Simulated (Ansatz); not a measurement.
Species: BH4S, charge 1, singlet. BH4S+ (SMILES B[SH2+]).
B3LYP-D3(BJ)/def2-TZVP minimum from Ansatz (a first-principles code):
```xyz
6

B     -0.8293    -1.0663     0.0542
H     -0.2867    -2.1003     0.1993
H     -1.9732    -0.7995    -0.0163
S      0.3292     0.4381     0.0680
H     -0.2323     1.2290    -0.8738
H      1.3714    -0.0079    -0.6687
```
Charge +1, spin multiplicity 1.

Hartree-Fock and CCSD correlation energies in hartree (Ansatz). Open shells are spin-unrestricted; no spin-orbit coupling. Correlated methods leave the cores frozen. No relativity.

```tsv
basis	X	E(HF)	E(corr, CCSD)
cc-pV(T+d)Z	3	-424.28269	-0.31358
cc-pV(Q+d)Z	4	-424.28819	-0.33082
cc-pV(5+d)Z	5	-424.28936	withheld
```

Problem. Fit E(corr) = E∞ + A/X³ to X = 3 and 4, predict X = 5, and compare with the run.

Solution. A = (-0.31358 - (-0.33082))/(1/27 - 1/64) = 0.8052; E∞ = -0.33082 - A/64 = -0.34340; at X = 5, E∞ + A/125 = -0.33696. The run gave -0.33626, 0.70 mEh above the prediction. The same form on X = 4 and 5 gives E∞ = -0.34197, 1.43 mEh above the first estimate.
